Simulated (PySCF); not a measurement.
C₄H₉ClSi, SMILES C([SiH3])[C@H]1[C@@H](Cl)C1. Atoms are numbered in the order given.

```xyz
15

Si     1.6545     1.3401    -1.6212
C      0.9351    -0.0920    -0.6133
C     -0.5784    -0.1477    -0.6538
C     -1.4149     0.7654     0.2190
C     -1.3947    -0.7112     0.4815
Cl    -0.5974    -1.3376     1.9413
H      1.2041     1.2521    -3.0429
H      1.1978     2.6472    -1.0637
H      3.1464     1.2985    -1.5896
H      1.3568    -1.0414    -0.9877
H      1.2824     0.0037     0.4281
H     -0.9930    -0.3690    -1.6446
H     -0.8740     1.3964     0.9301
H     -2.3320     1.2096    -0.1782
H     -2.2792    -1.3061     0.2440
```
Charge 0, spin multiplicity 1.

Geometry: B3LYP-D3(BJ)/def2-SVP. The structure was generated by enumeration; whether it is a known compound was not checked. Other conformers were not sampled.

Computed with PySCF with B3LYP/pcSseg-1.

GIAO shieldings, no solvent; atoms listed in one row are averaged. δ = σ(ref) − σ: ²⁹Si against TMS (σ = 338.7 ppm); ¹³C against TMS (σ = 181.3 ppm); ³⁵Cl against HCl (σ = 933.3 ppm); ¹H against TMS (σ = 31.68 ppm), references at their B3LYP-D3(BJ)/def2-TZVP geometries, non-relativistic (without spin–orbit terms, shifts of atoms bonded to Cl or Br come out too high).

Computed chemical shifts:
```
nucleus       atoms  count  δ (ppm)
-------  ----------  -----  -------
²⁹Si            Si1      1    -67.2
¹³C              C5      1     48.4
¹³C              C3      1     20.8
¹³C              C4      1     19.8
¹³C              C2      1     11.9
³⁵Cl            Cl6      1     92.6
¹H       H7, H8, H9      3     4.11
¹H              H15      1     3.35
¹H              H10      1     1.42
¹H              H14      1     1.28
¹H              H12      1     1.09
¹H              H11      1     0.94
¹H              H13      1     0.47
```
